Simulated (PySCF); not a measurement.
Compound: C3H7BrGe.
Atom-mapped SMILES: `[Br:1][GeH2:2][CH:3]1[CH2:4][CH2:5]1` (hydrogens: H6, H7 on Ge2; H8 on C3; H9, H10 on C4; H11, H12 on C5)

Jobs on this species (12 atoms, 92 electrons) with PySCF (density fitting). Hardware of each: Arm Neoverse V1, one thread, no GPU, on a shared host. Other jobs ran on the host; a repeat could differ by tens of per cent or more. Peak memory is the resident size of the whole Python process, interpreter and libraries included.

**Question.** Rank these jobs by wall time, shortest first.
A. delta-SCF UKS PBE0, pcX-2 on the ionised atom, pcseg-1 elsewhere, spin-free X2C; ΔSCF core ionisation, 2 holes; 162 basis functions
B. PBE0-D3(BJ)/def2-SVP, grid level 1; geometry optimisation from a GFN2-xTB start shaken at random; 141 basis functions
C. delta-SCF UKS SCAN, def2-TZVP on the ionised atom, pcseg-1 elsewhere, spin-free X2C; ΔSCF core ionisation, 2 holes; 148 basis functions

**Answer.** C (16 s), A (28 s), B (2.1 min).

All jobs:

| level and settings | work | basis functions | SCF cycles | wall time | peak memory |
| --- | --- | --- | --- | --- | --- |
| delta-SCF UKS PBE, pcX-2 on the ionised atom, pcseg-1 elsewhere, spin-free X2C | ΔSCF core ionisation, 2 holes | 162 | 32 | 11 s | 0.50 GiB |
| delta-SCF UKS SCAN, pcX-1 on the ionised atom, pcseg-1 elsewhere, spin-free X2C | ΔSCF core ionisation, 2 holes | 141 | 33 | 14 s | 0.43 GiB |
| delta-SCF UKS SCAN, def2-TZVP on the ionised atom, pcseg-1 elsewhere, spin-free X2C | ΔSCF core ionisation, 2 holes | 148 | 32 | 16 s | 0.45 GiB |
| delta-SCF UKS SCAN, pcX-2 on the ionised atom, pcseg-1 elsewhere, spin-free X2C | ΔSCF core ionisation, 2 holes | 162 | 32 | 17 s | 0.49 GiB |
| delta-SCF UKS SCAN, pcX-2 on the ionised atom, pcseg-1 elsewhere, non-relativistic | ΔSCF core ionisation, 2 holes | 162 | 34 | 17 s | 0.50 GiB |
| delta-SCF UKS HF, pcX-2 on the ionised atom, pcseg-1 elsewhere, spin-free X2C | ΔSCF core ionisation, 2 holes | 162 | 29 | 19 s | 0.59 GiB |
| delta-SCF UKS PBE0, pcX-2 on the ionised atom, pcseg-1 elsewhere, spin-free X2C | ΔSCF core ionisation, 2 holes | 162 | 30 | 28 s | 0.68 GiB |
| delta-SCF UKS B3LYP, pcX-2 on the ionised atom, pcseg-1 elsewhere, spin-free X2C | ΔSCF core ionisation, 2 holes | 162 | 30 | 28 s | 0.68 GiB |
| PBE0-D3(BJ)/def2-SVP, grid level 1 | geometry optimisation from a GFN2-xTB start shaken at random | 141 | 63 | 2.1 min | 0.54 GiB |

**Question.** What do all jobs in the table cost together?

**Answer.** About 4.6 min; the longest takes about 46 % of that, and about 11 times as long as the shortest.
